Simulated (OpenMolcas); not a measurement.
# B²⁺: CASPT2 settings compared

| Quantity | Value |
| --- | --- |
| Program | OpenMolcas 26.06 |
| Basis | ANO-R2 [4s4p2d1f] |
| Scalar Hamiltonian | X2C, finite nucleus |
| Active space | 1 electron in 4 orbitals (2s 2p) |
| State averaging | 2S+1 = 2 even, 1 root; 2S+1 = 2 odd, 3 roots |
| Spin-orbit coupling | RASSI with atomic mean-field integrals over the reference wave functions, term energies averaged over their components |

Methods on the same reference wave functions:
A. CASSCF
B. SS-CASPT2, IPEA 0.1 Eh, imaginary shift 0.4 Eh (closed shells correlated: 1s)
C. SS-CASPT2, IPEA 0.35 Eh, real shift 0.5 Eh (closed shells correlated: 1s)
D. SS-CASPT2, IPEA 0.1 Eh, imaginary shift 0.15 Eh (closed shells correlated: 1s)

Energies in cm-1 above 2s 2S 1/2, the measured ground level; measured values from Moore, Atomic Energy Levels, vol. I, NSRDS-NBS 35 (1971 reprint of NBS Circular 467, 1949).

```tsv
Level	A	B	C	D	Measured
2s 2S 1/2	0.0	0.0	0.0	0.0	0.0
2p 2P* 1/2	48971	48736	48738	48736	48358
2p 2P* 3/2	49001	48765	48767	48765	48393
```

Deviations, from unrounded energies. A percentage is the sum of absolute deviations over the sum of measured energies, with the sign that they share, or ± where signs differ.

```json
{"Against measurement": "mean absolute deviation (cm-1)", "Levels": "2", "A": "610", "B": "370", "C": "380", "D": "370"}
{"Against measurement": "other configurations (%)", "Levels": "2", "A": "+1.3", "B": "+0.8", "C": "+0.8", "D": "+0.8"}
```

B, C, D lie about equally close to measurement and A furthest from it. The largest miss of B in the table is 2p 2P* 1/2, by +380 cm-1. The ranking rests on the paired levels alone, and a cruder setting can come out closer through cancelling errors.

Among B to D no level of the table moves by more than 5 cm-1.

The lowest spin-free term lies below A's lowest term by 0.007 hartree in B, 0.007 hartree in C, 0.007 hartree in D.

With one active electron the reference holds no correlation, so core polarisation is missing (holds for A). With one active electron, CASPT2 adds the correlation within the correlated inactive shells and between them and that electron, and leaves the splitting within a term as the reference gives it (holds for B; C; D). Measured partners are found by configuration, term and J. A level has none where our copy of the source lacks it or the pairing is in doubt (some pairs that miss far off the trend of their configuration count as doubtful), and it then counts in no deviation. Only configurations of the active space appear.

* marks odd parity.
